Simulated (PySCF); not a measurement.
Level of theory: PySCF with PBE-D3(BJ)/def2-TZVP. Gas-phase values, no solvent. One relaxed conformer stands for a flexible species; it need not be the lowest. 

Reference species (SMILES): `[H]/N=C/NC=O` (N–C–N–C torsion 0°, C–N–C–O torsion 0°) (neutral, multiplicity 1).

```yaml
HOMO: -5.80 eV
HOMO–LUMO gap: 3.87 eV
```

Changed species: `C(/O)=N\C=N/[H]` (N–C–N–C torsion 180°, N–C–O–H torsion 0°).

Question: What does the change do to the HOMO and HOMO–LUMO gap?

Answer: the HOMO drops by 0.60 eV, to -6.40 eV; the HOMO–LUMO gap increases by 0.34 eV, to 4.21 eV.
